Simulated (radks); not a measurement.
The numbers below are computed, except where a source is named.
Species: Re XLVI. Configuration: [Ar] 3d10 4s2 (the NIST ground configuration). Level of theory: Dirac Kohn-Sham, PBE, spin-unpolarised, spherical densities, finite nucleus; Fermi nuclear charge, rms radius 5.3698 fm (a radial shooting solver on a logarithmic mesh with Libxc functionals). Some entries of the table are withheld. Estimate them.

| orbital | occ. | eigenvalue (eV) | <r^2> (bohr^2) | r(max) (bohr) |
|---|---|---|---|---|
| 1s1/2 | 2 | -73812.40 | (1) | 0.01124 |
| 2s1/2 | 2 | -14632.84 | (2) | 0.06466 |
| 2p1/2 | 2 | -14111.21 | 0.004836 | 0.04796 |
| 2p3/2 | 4 | -12665.24 | 0.006023 | 0.05488 |
| 3s1/2 | 2 | (3) | 0.04283 | 0.1805 |
| 3p1/2 | 2 | -4768.804 | 0.03905 | 0.1687 |
| 3p3/2 | 4 | -4441.255 | 0.04492 | 0.1824 |
| 3d3/2 | 4 | (4) | 0.03432 | 0.1421 |
| 3d5/2 | 6 | (5) | 0.03590 | 0.1459 |
| 4s1/2 | 2 | -2435.136 | 0.1664 | 0.3812 |
| 4p1/2 | 0 | -2337.282 | 0.1638 | 0.3759 |
| 4p3/2 | 0 | -2227.020 | 0.1807 | 0.3971 |
| 5s1/2 | 0 | -1443.815 | 0.4608 | 0.6678 |

Answer. 
(1) 1s1/2 <r^2> (bohr^2): 0.0004480
(2) 2s1/2 <r^2> (bohr^2): 0.006792
(3) 3s1/2 eigenvalue (eV): -4997.277
(4) 3d3/2 eigenvalue (eV): -4066.141
(5) 3d5/2 eigenvalue (eV): -3993.873
